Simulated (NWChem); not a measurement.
Species: CaHSCl; SMILES [SH][Ca][Cl]

```xyz
4

Ca     0.3210    -0.0421     0.0064
Cl    -0.1687    -2.4409    -0.0054
S     -0.1298     2.4962    -0.0087
H     -1.4742     2.3975     0.1018
```
Atoms are numbered in this order, from 1.

All runs: NWChem. Pople sets run with spherical d functions. All runs use the structure optimised with PBE0/def2-SVP. B3LYP is NWChem's, with the RPA form of VWN correlation. Vertical excitations in the gas phase; the lowest state need not have the same character in each row.

| level | lowest excitation, singlet (eV) | oscillator strength of that lowest state | orbital gap (eV) |
|---|---|---|---|
| PBE/6-31+G*, full TDDFT | 2.87 | 0.027 | 2.83 |
| B3LYP/6-31+G*, full TDDFT | 3.16 | 0.032 | 4.04 |
| PBE0/6-31+G*, full TDDFT | 3.47 | 0.037 | 4.59 |
| Hartree-Fock/6-31+G*, TDHF | 4.59 | 0.067 | 8.93 |
